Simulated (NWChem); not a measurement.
CCuFO; SMILES [F][Cu]<-[C-]#[O+]

Problem. Give the equilibrium geometry at PBE0/def2-SVP (NWChem) as a list of bonds and angles, with the point group.

Solution. point group C*v; any orientation.
Bonded distances (Å): Cu1–F2 1.740, Cu1–C4 1.786, O3–C4 1.131. Angles (°): F2–Cu1–C4 180.0, Cu1–C4–O3 180.0.
